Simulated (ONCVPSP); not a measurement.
## What one change does to a pseudopotential (Sr (Z = 38), ONCV)

```
Element                 : Sr
Generator               : ONCVPSP 4.0.1
Type                    : optimised norm-conserving Vanderbilt (ONCV)
Functional              : PBE
Relativity              : scalar-relativistic
Frozen core             : [Ar] 3d10
Valence charge          : 10
Reference configuration : 4s2 4p6 5s1 5p1
Partial waves           : 4s+5s: rc 1.80 bohr, ncon 4, nbas 8, qcut 8.1 1/bohr, 3 projectors, debl 1.3 Ha; 4p+5p: rc 3.00 bohr, ncon 4, nbas 7, qcut 5.6 1/bohr, 2 projectors; d scattering state at 0.11 Ha: rc 1.80 bohr, ncon 4, nbas 7, qcut 4.6 1/bohr, local
Local potential         : the d channel
Core correction         : Teter function, fcfact 3.5, rcfact 1.35
```

In the d channel the program set the typed energies aside and used 0.050 Ha.

Change: s: qcut 6.2; p: qcut 4.3; d: qcut 3.5.

Cutoffs: the cutoffs (Ha) at which the residual kinetic energy of the hardest occupied pseudo-wave falls to 1 and 0.1 mHa per electron; they do not see the model core or the augmentation charge, which bear on the density cutoff. Errors are all-electron minus pseudo energies relative to the spin-unpolarised reference configuration.

Q: How do hardness, ghosts and transferability respond?

A: The potential gets softer (19 Ha and 23 Ha → 15 Ha and 17 Ha); of the 4 tests that both files solve, the error grows in 3 and shrinks in 0 by more than 15 % and 0.3 meV (median size 0.6 → 2.2 meV); neither file shows a bound ghost.

| quantity | base | changed |
| --- | --- | --- |
| cutoff, loose | 19 Ha | 15 Ha |
| cutoff, tight | 23 Ha | 17 Ha |
| loose cutoff by channel | s 19 Ha, p 8.2 Ha | s 15 Ha, p 6.7 Ha |
| bound ghosts | none | none |
| GHOST(+) flags under 300 eV | none | s at 281.9 eV |
| error for 4s2 4p6 5s2 5p0, meV [ΔE -2.30 eV] | +0.1 | -0.5 |
| error for 4s2 4p6 5s1 5p0, meV [ΔE 3.59 eV] | -0.4 | -0.4 |
| error for 4s2 4p6 5s0 5p0, meV [ΔE 14.59 eV] | -0.7 | -3.9 |
| error for 4s2 4p6 4d1 5s1 5p0, meV [ΔE 0.03 eV] | -2.4 | -4.5 |
| s: phases at 1.82 bohr within 0.05 rad from the reference energy up to (Ha; the scan ends near 5) | to the end of the scan | to the end of the scan |
| p: phases at 3.05 bohr within 0.05 rad from the reference energy up to (Ha; the scan ends near 5) | 2.6 | 2.6 |
| d: phases at 1.82 bohr within 0.05 rad from the reference energy up to (Ha; the scan ends near 5) | 4.0 | 3.5 |
| rms error of d²Exc/dni dnj with the model core, mHa | 0.24 | 0.40 |
